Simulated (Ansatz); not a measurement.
**Question.** Name a neutral molecule of Ge and H with zero-point energy (PBE0-D4/def2-TZVP) between 64 and 80 kJ/mol and LUMO energy (B3LYP/def2-TZVPP) between 0.50 and 0.80 eV (Ansatz, PBE0-D4/def2-TZVP geometry).

**Answer.** GeH₄ (77.8 kJ/mol, 0.69 eV). Other molecules can fit too; these were computed, each in one conformer that needn't be the lowest.

B3LYP here is the variant with VWN-RPA as its local correlation; programs differ in this.
